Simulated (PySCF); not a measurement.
Job file and geometry (Å, from GFN2-xTB) of an NMR shielding run on SMILES [C@@H]1(B)[SiH2][C@H]1C, C$_{3}$H$_{9}$BSi, GIAO PBE0/pcSseg-1 NMR shielding, non-relativistic, gas phase in PySCF 2.14.0, density-fitted response routines; density fitting, a coarse starting grid and PySCF grid level 2 are the driver's defaults:

```
$ OMP_NUM_THREADS=1 python probes_run.py task.json out

{"job": {"kind": "nmr", "xc": "PBE0", "basis": "pcSseg-1"}, "charge": 0, "multiplicity": 1}
B     -1.919764    -0.874701     0.544410
C     -0.577784    -0.174056     0.612451
Si    -0.492765     1.423062    -0.469681
C      0.457279    -0.193639    -0.524987
C      1.910191    -0.301552    -0.124249
H     -2.603053    -0.933129     1.496106
H     -2.297661    -1.337248    -0.465854
H     -0.129263    -0.003843     1.587310
H     -1.529067     1.702169    -1.446544
H      0.136836     2.574394     0.158269
H      0.202811    -0.882854    -1.324652
H      2.562347    -0.099458    -0.972587
H      2.130083    -1.305427     0.240353
H      2.149131     0.405810     0.667488
```

Task: What does the program print?

Result: 
```
coarse grid: 11552 points
cycle   1  E = -433.6003695812  dE =  3.489e-01  |g| = 4.235e-01  |ddm| = 3.215e+00
cycle   2  E = -433.5436574340  dE =  5.671e-02  |g| = 6.099e-01  |ddm| = 1.169e+00
cycle   3  E = -433.6555223266  dE = -1.119e-01  |g| = 6.461e-02  |ddm| = 7.903e-01
cycle   4  E = -433.6565260949  dE = -1.004e-03  |g| = 2.569e-02  |ddm| = 8.787e-02
cycle   5  E = -433.6566907980  dE = -1.647e-04  |g| = 5.299e-03  |ddm| = 2.490e-02
cycle   6  E = -433.6566986474  dE = -7.849e-06  |g| = 1.182e-03  |ddm| = 8.026e-03
final grid: 105112 points
cycle   7  E = -433.6853730503  dE = -3.417e-05  |g| = 6.715e-03  |ddm| = 2.608e-02
cycle   8  E = -433.6853614521  dE =  1.160e-05  |g| = 9.246e-03  |ddm| = 1.539e-02
cycle   9  E = -433.6853852737  dE = -2.382e-05  |g| = 9.609e-04  |ddm| = 9.967e-03
cycle  10  E = -433.6853855183  dE = -2.446e-07  |g| = 2.028e-04  |ddm| = 1.119e-03
cycle  11  E = -433.6853855275  dE = -9.233e-09  |g| = 5.025e-05  |ddm| = 1.743e-04
cycle  12  E = -433.6853855282  dE = -6.295e-10  |g| = 1.308e-05  |ddm| = 7.048e-05
converged SCF energy = -433.6853855282

GIAO shielding tensors (ppm)
atom      isotropic    diamagn.    paramagn.     s11        s22        s33       span
  0 B       31.850     191.789    -159.939    -38.074      5.889    127.734    165.809
  1 C      145.289     258.189    -112.900     88.655    154.587    192.624    103.970
  2 Si     477.986     881.875    -403.889    374.593    416.167    643.199    268.606
  3 C      163.774     253.404     -89.630    140.305    165.029    185.988     45.683
  4 C      166.393     244.365     -77.973    151.591    160.133    187.454     35.862
  5 H       24.725      29.585      -4.860     19.258     27.053     27.864      8.606
  6 H       25.459      30.449      -4.990     18.441     27.511     30.425     11.985
  7 H       29.695      33.274      -3.579     25.256     28.042     35.787     10.531
  8 H       28.902      30.307      -1.405     23.770     26.119     36.817     13.047
  9 H       29.052      30.498      -1.446     23.983     26.946     36.227     12.244
 10 H       29.833      32.859      -3.025     23.606     28.068     37.826     14.220
 11 H       29.832      28.461       1.371     24.734     27.272     37.491     12.757
 12 H       29.850      29.170       0.681     25.051     27.353     37.147     12.096
 13 H       31.020      30.156       0.864     26.438     29.491     37.132     10.693
```

Size and cost of the density-fitted run: 137 basis functions, 30 s wall time on 1 thread of an Arm Neoverse N1, shared host; peak memory 0.66 GiB.
